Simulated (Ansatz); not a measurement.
Cost and result up the ladder for Ag2Te4 (6 atoms). Total charge 0; singlet. Geometry: PBE0-D4/def2-SVP.

```xyz
6

Ag    2.410   -0.694    1.177
Ag    0.986   -2.599   -0.311
Te   -2.710    1.241    0.403
Te   -1.069    2.460   -1.353
Te    0.913    0.249   -1.070
Te   -0.530   -0.658    1.154
```

Ansatz on 4 threads of Arm Neoverse V2 on a shared host. Times are rough, and most runs start from the orbitals of an earlier one. No level here is sound enough to serve as a yardstick. Binding counts from free atoms at the same level (Ag doublet, Te triplet; other spins of the atoms weren't run), without zero-point energy or a counterpoise term.

In the def2 sets Ag, Te take a core potential; there is no spin–orbit coupling. Correlated methods freeze 16 core orbitals; core or outer-core shells of Ag, Te are correlated, in sets that lack core-valence functions. No other spin state of charge 0 was run. Another isomer (singlet) lies 1.89 eV lower at PBE0-D4/def2-TZVP; other spin states weren't run for this one.

Run but left out: B2PLYP/def2-TZVP (restricted singlet, unstable in another Hartree–Fock run and untested here); MP2/def2-TZVP (restricted singlet, unstable towards broken spin symmetry).

Correlated methods converge slowly with the basis.

```json
{"level": "PBE-D4/def2-SVP", "functions": "166", "wall time": "3.9 s", "binding energy per atom (eV)": "1.86", "remarks": "restricted SCF unstable in HF"}
{"level": "PBE0-D4/def2-SVP", "functions": "166", "wall time": "7.5 s", "binding energy per atom (eV)": "1.67", "remarks": "restricted SCF unstable in HF"}
{"level": "PBE-D4/def2-TZVP (with forces)", "functions": "280", "wall time": "8 s", "binding energy per atom (eV)": "1.90", "remarks": "restricted, untested"}
{"level": "r2SCAN-D4/def2-TZVP", "functions": "280", "wall time": "14 s", "binding energy per atom (eV)": "1.72", "remarks": "restricted SCF unstable in HF"}
{"level": "PBE0-D4/def2-TZVP", "functions": "280", "wall time": "16 s", "binding energy per atom (eV)": "1.72", "remarks": "restricted SCF unstable in HF"}
{"level": "r2SCAN0-D4/def2-TZVP", "functions": "280", "wall time": "23 s", "binding energy per atom (eV)": "1.58", "remarks": "restricted SCF unstable in HF"}
{"level": "RPA@PBE/def2-TZVP", "functions": "280", "wall time": "32 s", "binding energy per atom (eV)": "1.41", "remarks": "–"}
{"level": "ωB97M-V/def2-TZVP", "functions": "280", "wall time": "39 s", "binding energy per atom (eV)": "1.56", "remarks": "restricted SCF unstable in HF"}
```
